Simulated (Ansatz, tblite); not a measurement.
Removing and adding an electron: Be9O9 (started as a model of: (BeO)9 cage of four- and six-membered rings). Charge 0, multiplicity 1. Geometry: PBE-D4/def2-SVP. Ansatz, gas phase; energy differences of separate SCF runs; the oxidised species was run as a doublet alone; the reduced species was run as a doublet alone.

```xyz
18

Be    1.9414   -0.5224   -0.8177
O     1.9632   -0.4902    0.7753
Be    0.9007   -1.7211    0.5342
O     1.1533   -1.9134   -1.0366
Be    0.1383   -0.9243   -1.7847
O     1.1111    0.4004   -1.8168
Be    0.5613    1.6269   -1.0471
O     1.1982    2.1252    0.3363
Be    1.3236    0.8301    1.2717
O    -0.1673    0.9134    1.9586
Be   -0.3425    1.9901    0.7964
O    -1.0198    1.8044   -0.6345
Be   -1.0806   -0.3042    1.6719
O    -0.5177   -1.7593    1.1552
O    -1.3700   -0.8685   -1.4375
Be   -1.8427    0.4924   -0.6462
O    -2.3513   -0.2117    0.7002
Be   -1.5993   -1.4678    0.0214
```

The xTB rows come from tblite.

(1) Estimate orbital energies and vertical ionisation energies and electron affinities at: GFN1-xTB; GFN2-xTB; PBE-D4/def2-SVP; PBE0-D4/def2-SVP.

Results:

(1) 
```json
{"level": "GFN1-xTB", "−HOMO (eV)": "9.69", "vertical IE (eV)": "12.41", "−LUMO (eV)": "6.26", "vertical EA (eV)": "3.82", "HOMO–LUMO gap (eV)": "3.43", "IE − EA (eV)": "8.59", "remarks": "–"}
{"level": "GFN2-xTB", "−HOMO (eV)": "11.84", "vertical IE (eV)": "14.61", "−LUMO (eV)": "8.13", "vertical EA (eV)": "5.58", "HOMO–LUMO gap (eV)": "3.71", "IE − EA (eV)": "9.03", "remarks": "–"}
{"level": "PBE-D4/def2-SVP", "−HOMO (eV)": "7.27", "vertical IE (eV)": "9.77", "−LUMO (eV)": "1.87", "vertical EA (eV)": "0.22", "HOMO–LUMO gap (eV)": "5.41", "IE − EA (eV)": "9.55", "remarks": "HOMO above zero (-1 doublet)"}
{"level": "PBE0-D4/def2-SVP", "−HOMO (eV)": "8.87", "vertical IE (eV)": "10.59", "−LUMO (eV)": "1.02", "vertical EA (eV)": "-0.13", "HOMO–LUMO gap (eV)": "7.85", "IE − EA (eV)": "10.72", "remarks": "HOMO above zero (-1 doublet)"}
```

   A HOMO above zero means that the electron is unbound at that level or that self-interaction error raises the level; the energy of removing that electron tells which. Raw xTB energy differences between charge states are shifted by several eV; the methods need an empirical correction for them. Sets without diffuse functions give affinities that are too small. A negative affinity means that the extra electron isn't bound; its size then hangs on the basis.
